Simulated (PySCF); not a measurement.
# A ladder of Hamiltonians for Fe¹⁴⁺ (iron, charge +14)

Occupied: 1s1/2, 2s1/2, 2p1/2, 2p3/2, 3s1/2. Hartree-Fock calculated with PySCF 2.14 in an uncontracted even-tempered set (18 s from 0.5 bohr⁻², ratio 2.7; 13 p from 0.6 bohr⁻², ratio 2.7), Gaussian nucleus throughout. NR is non-relativistic, sf-X2C the spin-free one-electron X2C Hamiltonian, X2C adds the bare one-electron spin-orbit term, X2C-SNSO screens it by Boettger's factors, DC is four-component Dirac-Coulomb, and the Gaunt and Breit terms are added at first order (total energies over the DC spinors, levels after relaxing the spinors in that mean field). QED terms are absent. Levels marked empty are virtual spinors of this ion; the basis has s and p functions only, so 3d, which can lie below the n = 4 levels, is absent.

```tsv
Hamiltonian	E (hartree)	E − E(DC) (hartree)	CPU seconds
NR	-1173.9651	9.0252	0.19
sf-X2C	-1182.8047	0.1857	0.11
X2C	-1182.8266	0.1637	0.14
X2C-SNSO	-1182.8233	0.1670	0.14
DC	-1182.9903	0.0000	5.9
DC+Gaunt	-1182.5045	0.4858	11
DC+Breit	-1182.5445	0.4458	36
```

```csv
level (eV),NR,sf-X2C,X2C,X2C-SNSO,DC,DC+Gaunt,DC+Breit
1s1/2,-7561.1,-7624.9,-7624.9,-7624.9,-7628.1,-7620.2,-7620.6
2s1/2,-1296.2,-1310.7,-1310.7,-1310.7,-1311.0,-1310.4,-1310.4
2p1/2,-1174.8,-1177.8,-1187.4,-1186.7,-1186.7,-1185.6,-1185.7
2p3/2,-1174.8,-1177.8,-1173.2,-1173.5,-1173.7,-1173.0,-1173.1
3s1/2,-449.38,-452.88,-452.88,-452.88,-452.93,-452.80,-452.82
3p1/2 (empty),-387.98,-388.93,-390.72,-390.58,-390.59,-390.38,-390.41
3p3/2 (empty),-387.98,-388.93,-388.05,-388.12,-388.15,-388.01,-388.04
4s1/2 (empty),-211.22,-212.43,-212.43,-212.43,-212.45,-212.40,-212.41
```

| interval (eV) | X2C | X2C-SNSO | DC | DC+Gaunt | DC+Breit |
| --- | --- | --- | --- | --- | --- |
| 2p3/2 − 2p1/2 | 14.24 | 13.13 | 12.99 | 12.66 | 12.66 |
| 3p3/2 − 3p1/2 | 2.670 | 2.463 | 2.438 | 2.371 | 2.371 |

Weight of the small component: 1s1/2 0.00876, 2s1/2 0.00167, 2p1/2 0.00162, 2p3/2 0.00160, 3s1/2 0.000504, 3p1/2 0.000467, 3p3/2 0.000463, 4s1/2 0.000215.

Koopmans' value for the highest occupied level at DC+Breit: 452.82 eV, against an ionisation energy of 456.2 ± 0.5 eV (measured; NIST Atomic Spectra Database, ionization energies); the former lacks relaxation, correlation, QED and recoil.

The whole ladder took 54 s of wall time on 1 thread of Intel(R) Xeon(R) 6975P-C (shared host), launched as `OMP_NUM_THREADS=1 python relrun2.py TASK.json OUT` (a driver that calls PySCF for each Hamiltonian).
